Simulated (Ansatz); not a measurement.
CH9GePSi, SMILES `[SiH3][CH2][GeH2][PH2]`. The species carries charge 0 and has multiplicity 1.

```xyz
13

Si    0.033   -2.055    0.765
C    -0.586   -0.460    0.012
Ge    0.788    0.932   -0.125
P     0.019    2.910   -1.073
H     0.546   -1.806    2.139
H    -1.049   -3.074    0.845
H     1.143   -2.611   -0.056
H    -0.974   -0.651   -0.993
H    -1.411   -0.062    0.610
H     1.956    0.425   -0.992
H     1.328    1.268    1.278
H    -1.152    2.942   -0.268
H    -0.641    2.243   -2.141
```

(1) What are the harmonic wavenumbers in cm⁻¹ at PBE0-D4/def2-TZVP (Ansatz, finite differences of forces, unscaled)? (Best estimate.)

(2) Is this a minimum?

(3) Give the ideal-gas thermochemistry at 298.15 K and 1 bar (rigid rotor, harmonic oscillator; point group Cs, symmetry number 1).

(4) And at 400, 500, 600, 800 and 1000 K?

(5) Rotational constants (cm⁻¹)?

## Answers

(1) The calculation gave: 29, 88, 111, 129, 169, 365, 373, 475, 505, 584, 603, 701, 747, 762, 770, 814, 864, 933, 946, 951, 1024, 1059, 1093, 1394, 2135, 2140, 2214, 2222, 2224, 2400, 2410, 3068, 3127.

(2) Yes, all 33 modes are real.

(3) Zero-point energy 223.9 kJ/mol; H(298) − E = 249.2 kJ/mol; entropy 392.1 J/(mol·K), of which translation 171.6, rotation 117.0, vibration 103.4; G(298) − E = 132.3 kJ/mol. Modes under 100 cm⁻¹ are hindered rotations or soft bends, so the harmonic entropy is rough.

(4) 
| T (K) | H − E (kJ/mol) | S (J/mol/K) | G − E (kJ/mol) |
| --- | --- | --- | --- |
| 400 | 264.3 | 435.4 | 90.1 |
| 500 | 281.6 | 473.8 | 44.7 |
| 600 | 300.8 | 508.8 | -4.5 |
| 800 | 343.6 | 570.2 | -112.6 |
| 1000 | 390.9 | 622.9 | -232.0 |

(5) 0.3004, 0.0345, 0.0321.
